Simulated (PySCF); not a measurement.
What happened in this job?

A geometry optimisation on CH3Cl3SZr, SMILES `C[S][Zr]([Cl])([Cl])[Cl]` (singlet state). Theory: PySCF 2.14.0, PBE0-D3(BJ)/def2-SVP geometry optimisation, gas phase, def2 core potentials past Kr.

Driver input (Å, GFN2-xTB start):

```
{"job": {"xc": "PBE0", "basis": "def2-SVP", "d3": "d3bj", "grid": 1, "maxiter": 40, "shake": 0.03, "kind": "geom"}, "charge": 0, "multiplicity": 1}
Zr    -0.3090     0.7344    -1.1052
S     -0.5530     0.8970     1.2889
C      0.2551    -0.7391     1.3145
H     -0.2327    -1.4807     0.8716
H      0.4733    -1.0001     2.3562
H      1.2682    -0.6451     0.8150
Cl     1.8549     0.6892    -1.6568
Cl    -1.2980     2.5857    -2.1643
Cl    -1.3260    -1.1106    -1.7455
```

Output:

```
step   0  E = -1864.79684582  max force = 0.078908
step   1  E = -1864.81809180  max force = 0.010609
step   2  E = -1864.81888511  max force = 0.004896
step   3  E = -1864.81957933  max force = 0.003634
step   4  E = -1864.81998561  max force = 0.007768
step   5  E = -1864.82035859  max force = 0.007518
step   6  E = -1864.82057585  max force = 0.003337
step   7  E = -1864.82066396  max force = 0.001523
step   8  E = -1864.82068409  max force = 0.003289
step   9  E = -1864.82071187  max force = 0.002375
step  10  E = -1864.82073415  max force = 0.001127
step  11  E = -1864.82073962  max force = 0.000751
step  12  E = -1864.82074068  max force = 0.000698
step  13  E = -1864.82074113  max force = 0.000659
step  14  E = -1864.82074127  max force = 0.000635
step  15  E = -1864.82074130  max force = 0.000624
step  16  E = -1864.82074129  max force = 0.000617
step  17  E = -1864.82074127  max force = 0.000616
step  18  E = -1864.82074126  max force = 0.000613
step  19  E = -1864.82074125  max force = 0.000611
step  20  E = -1864.82074123  max force = 0.000610
step  21  E = -1864.82074121  max force = 0.000607
step  22  E = -1864.82074119  max force = 0.000605
step  23  E = -1864.82074117  max force = 0.000603
step  24  E = -1864.82074114  max force = 0.000600
step  25  E = -1864.82074112  max force = 0.000599
step  26  E = -1864.82074109  max force = 0.000597
step  27  E = -1864.82074106  max force = 0.000594
step  28  E = -1864.82074102  max force = 0.000592
step  29  E = -1864.82074098  max force = 0.000590
step  30  E = -1864.82074095  max force = 0.000587
step  31  E = -1864.82074090  max force = 0.000585
step  32  E = -1864.82074086  max force = 0.000584
step  33  E = -1864.82074082  max force = 0.000581
step  34  E = -1864.82074077  max force = 0.000579
step  35  E = -1864.82074072  max force = 0.000577
step  36  E = -1864.82074068  max force = 0.000574
step  37  E = -1864.82074062  max force = 0.000572
step  38  E = -1864.82074057  max force = 0.000571
step  39  E = -1864.82074052  max force = 0.000568
step  40  E = -1864.82074046  max force = 0.000566
optimisation not converged
```

Energies are in Eh and forces in Eh/bohr.

Question: Which diagnosis fits best?
A. step limit reached with the energy nearly constant
B. step limit reached with the energy going up and down
C. step limit reached while the energy was still falling

Answer: A. After 41 gradient evaluations the largest force component was 0.00057 Eh/bohr against a threshold of 0.00045, and over the last 5 steps the energy changed by 0.000 kcal/mol in all, within a range of 0.000 kcal/mol, the last step by 0.000 kcal/mol. The energy rose in none of the 40 steps.

Question: What would you do next?

Answer: Restart from the last geometry, if need be with a computed Hessian or a finer grid, and confirm the end point by frequencies.

Time: 7.8 min wall; peak memory 0.51 GiB. Hardware: Arm Neoverse V1, one thread, no GPU, shared host with 32 logical CPUs at a one-minute load of 20.
